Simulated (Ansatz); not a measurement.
Reactions of C$_{3}$H$_{5}$NSe, SMILES `C=C[Se]C=N`.

Isolated molecules relaxed with PBE0-D4/def2-TZVP in Ansatz; ΔE leaves out vibrations. CCSD(T)/CBS is the MP2 limit (def2-TZVPP, def2-QZVPP) plus CCSD(T) − MP2 in def2-TZVPP, frozen cores. This one scheme is used for every species. For Ge, Se outer-core shells are correlated without core-valence functions, which leaves a few kJ/mol of doubt a bond. Scalar relativity is left out up to krypton. One conformer a species, not always the lowest.

**Question.** Order these by ΔE at CCSD(T)/CBS, lowest first. (An estimate is asked.)
A. `C=C[Se]C=N` + `CCNC(C)(C)C` → `C=CN(CC)C(C)(C)C` + `N=C[SeH]`
B. `C=C[Se]C=N` + CH₃OH → `C=C[Se]CO` + `C=N`
C. `C=C[Se]C=N` + `O[SiH3]` → `C=C[Se][SiH2]O` + `C=N`
D. `C=C[Se]C=N` + GeH₄ → `C=C[Se][GeH3]` + `C=N`
E. `C=C[Se]C=N` + H₂ → `N=C[SeH]` + `C=C`
F. `C=C[Se]C=N` + `C[SiH3]` → `C=C[Se][SiH2]C` + `C=N`

**Answer.** C (-93.7 kJ/mol), F (-84.5 kJ/mol), D (-75.8 kJ/mol), E (-51.1 kJ/mol), A (-3.4 kJ/mol), B (+7.3 kJ/mol).

Largest T1 diagnostic: 0.012, for `C=C[Se]C=N`.
